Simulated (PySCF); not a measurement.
# `C=C(C)C[SiH2]Cl`: 4 charge schemes on one density

C₄H₉ClSi.
Cartesian coordinates in Å at the GFN2-xTB level; atoms count from 1:
```
atom  x, y, z in Å
C1    -1.345   -0.452    1.340
C2    -0.806   -0.057    0.197
C3    -1.236   -0.610   -1.126
C4     0.296    0.955    0.147
Si5    2.016    0.149   -0.031
Cl6    3.407    1.609    0.109
H7    -1.027   -0.050    2.287
H8    -2.127   -1.191    1.376
H9    -2.056   -1.314   -1.008
H10   -1.559    0.193   -1.787
H11   -0.403   -1.121   -1.608
H12    0.126    1.639   -0.688
H13    0.284    1.554    1.060
H14    2.185   -0.488   -1.336
H15    2.242   -0.811    1.046
```

Density: PBE0/pcSseg-1 (PySCF); schemes: Mulliken, IAO, Hirshfeld and ESP-fitted. One conformer (not necessarily the lowest) at the GFN2-xTB geometry, without solvent, vibrations or thermal averaging.

Question: Tabulate the Mulliken, IAO, Hirshfeld and ESP-fitted charges.

Answer: In e:

```csv
atom,environment,Mulliken,IAO,Hirshfeld,ESP-fitted
C1,terminal =CH2 carbon,-0.057,-0.352,-0.122,-0.711
C2,fully substituted alkene carbon,-0.481,+0.036,+0.015,+0.416
C3,allylic carbon,-0.148,-0.423,-0.116,-0.520
C4,sp3 carbon bound to silicon,-0.427,-0.549,-0.158,-0.495
Si5,chlorine-bound silicon,+0.705,+0.813,+0.350,+0.439
Cl6,silicon-bound chlorine,-0.331,-0.318,-0.131,-0.212
H7,vinylic hydrogen,+0.099,+0.143,+0.041,+0.236
H8,vinylic hydrogen,+0.101,+0.145,+0.042,+0.234
H9,methyl hydrogen,+0.116,+0.149,+0.048,+0.147
H10,methyl hydrogen,+0.126,+0.149,+0.046,+0.142
H11,methyl hydrogen,+0.124,+0.145,+0.043,+0.157
H12,methylene hydrogen,+0.154,+0.155,+0.044,+0.158
H13,methylene hydrogen,+0.155,+0.160,+0.046,+0.153
H14,Si–H hydrogen,-0.074,-0.129,-0.075,-0.079
H15,Si–H hydrogen,-0.062,-0.123,-0.074,-0.066
```

Mean size of the charges over all atoms: ESP-fitted 0.278 e, IAO 0.252 e, Mulliken 0.211 e, Hirshfeld 0.090 e. Each set sums to the total charge, 0, to within 0.001 e. The Hirshfeld scheme divides the density at each point in proportion to the densities of the neutral, spherically averaged free atoms.

Lowest charge. The schemes don't all agree: Mulliken C2 (-0.481); IAO C4 (-0.549); Hirshfeld C4 (-0.158); ESP-fitted C1 (-0.711).

Highest charge. All schemes agree: Mulliken Si5 (+0.705); IAO Si5 (+0.813); Hirshfeld Si5 (+0.350); ESP-fitted Si5 (+0.439).

Question: Sum the charges by element, for elements with more than one atom.

Answer: 
```csv
element,atoms,Mulliken,IAO,Hirshfeld,ESP-fitted
C,4,-1.113,-1.288,-0.381,-1.310
H,9,+0.739,+0.793,+0.162,+1.083
```

Question: How many electrons does the ESP-fitted scheme count on C3?

Answer: Z − q = 6 − (-0.520) = 6.520.
